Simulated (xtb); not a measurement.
Sn(F)2(Cl)(Me) (CH₃ClF₂Sn), SMILES [CH3][Sn]([F])([F])[Cl]. All values are semi-empirical tight-binding results from xtb (GFN2-xTB unless named), good for trends rather than for accurate numbers. The structure is a stationary point at GFN2-xTB. The structure was generated by enumeration; whether it is a known compound was not checked.

The geometry has at least one imaginary mode, so it is a saddle point at that level.

For metal compounds this method's bond lengths and energies can be far off.

```yaml
orbital_gap: 3.32 eV
```
